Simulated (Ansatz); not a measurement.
Ideal-gas functions of `O[SiH](O)S` at 298.15 K and 1 bar, from an Ansatz frequency run at PBE0-D4/def2-TZVP.

Molar mass 96.18 g/mol, point group C1 (symmetry number 1), electronic degeneracy 1, moments of inertia 73.095, 157.954, 206.023 u Å². Harmonic wavenumbers (cm⁻¹, unscaled): 89, 198, 216, 277, 322, 354, 502, 677, 779, 821, 829, 896, 917, 972, 2275, 2703, 3919, 3919.

Use S(trans) = R[1.5 ln M + 2.5 ln T − 1.1517]; rotational temperatures θ = 24.2544 K / I; S(rot) = R[ln(√π/σ · √(T³/θAθBθC)) + 1.5]; for each mode x = 1.438777 ν̃/T, S = R[x/(eˣ − 1) − ln(1 − e⁻ˣ)] and H = RT x/(eˣ − 1); 1 cm⁻¹ = 0.0119627 kJ/mol; R = 8.31446 J/(mol·K).

Task: By hand: the entropy, in J/(mol·K).

Result: Translation 165.8. Rotation: θ = 0.3318, 0.1536, 0.1177 K, giving 109.6. Vibration, mode by mode: 15.41, 9.00, 8.34, 6.49, 5.44, 4.80, 2.73, 1.40, 0.94, 0.80, 0.77, 0.59, 0.55, 0.44, 0.00, 0.00, 0.00, 0.00, in all 57.7. Electronic 0.0. Sum 333.1 J/(mol·K).

Task: By hand: H − E and G − E in kJ/mol, counted from the electronic energy.

Result: Zero-point energy ½ × 20665 × 0.0119627 = 123.6; thermal vibration 9.9; translation, rotation and pV give 4 RT = 9.9. H − E = 143.4 kJ/mol, and G − E = 143.4 − 298.15 × 333.1/1000 = 44.1 kJ/mol.

Vibration gives 17 % of the entropy, 15.4 J/(mol·K) of it from the mode under 150 cm⁻¹: soft modes count most, and the harmonic formula is weakest for them. The sum counts one conformer and one mirror image; others add a mixing term.
